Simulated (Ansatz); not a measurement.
Reaction (formal exchange of groups at a Mo–F bond): `[CH3][Mo]([F])(=[S])=[S]` + `F/C(Cl)=C\C(F)F` → `[CH3][Mo](=[S])(=[S])[Cl]` + `FC(F)=CC(F)F`

Isolated molecules relaxed with PBE0-D4/def2-TZVP in Ansatz; ΔE leaves out vibrations. CBS: MP2 limit from def2 TZ/QZ plus the TZ coupled-cluster correction, frozen cores. DFT in def2-TZVPP. Elements past krypton have def2 core potentials. For Mo outer-core shells are correlated without core-valence functions, which leaves a few kJ/mol of doubt a bond. One conformer a species, not always the lowest.

```json
{"species": "`[CH3][Mo]([F])(=[S])=[S]`", "PBE energy (Eh)": "-1004.14491"}
{"species": "`F/C(Cl)=C\\C(F)F`", "PBE energy (Eh)": "-874.80374"}
{"species": "`[CH3][Mo](=[S])(=[S])[Cl]`", "PBE energy (Eh)": "-1364.38056"}
{"species": "`FC(F)=CC(F)F`", "PBE energy (Eh)": "-514.57221"}
```

Task: Work out ΔE.

Result: ΔE = (-1364.38056) + (-514.57221) − (-1004.14491) − (-874.80374) = -0.00412 Eh = -0.11 eV. CCSD(T)/CBS gives -0.22 eV.

Largest T1 diagnostic among the species: 0.025, so the coupled-cluster value is less sure than usual.

From PBE to PBE0 (25 % exact exchange), in def2-TZVPP and without D4, ΔE moves by −0.10 eV. At CCSD(T), def2-SVP lies −0.12 eV from the extrapolated value and def2-TZVPP −0.02 eV.
